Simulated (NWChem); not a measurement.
Molecule: SiH4SO; SMILES O[SiH2]S

```xyz
7

Si    -0.5442     0.5634     0.0022
O      0.6628     1.7047     0.0206
S      0.1850    -1.4538    -0.0425
H     -1.3325     0.8321     1.2310
H     -1.3901     0.6349    -1.2244
H      1.3051     1.6612    -0.6948
H      0.7734    -1.3927     1.1729
```
Atoms are numbered in this order, from 1.

Program: NWChem. Coordinates come from a PBE0/def2-SVP optimisation. Vertical excitations in the gas phase; the lowest state need not have the same character in each row.

For level Hartree-Fock/def2-SVPD, TDHF:

- lowest excitation, singlet (eV) = 6.69
- lowest state with f > 0.02, singlet (eV) = 7.58
- oscillator strength of that bright state = 0.069
- orbital gap (eV) = 12.65

**Question.** What are these values for level BHandHLYP/def2-SVPD, full TDDFT?

**Answer.** lowest excitation, singlet (eV): 6.34
lowest state with f > 0.02, singlet (eV): 6.98
oscillator strength of that bright state: 0.049
orbital gap (eV): 9.31
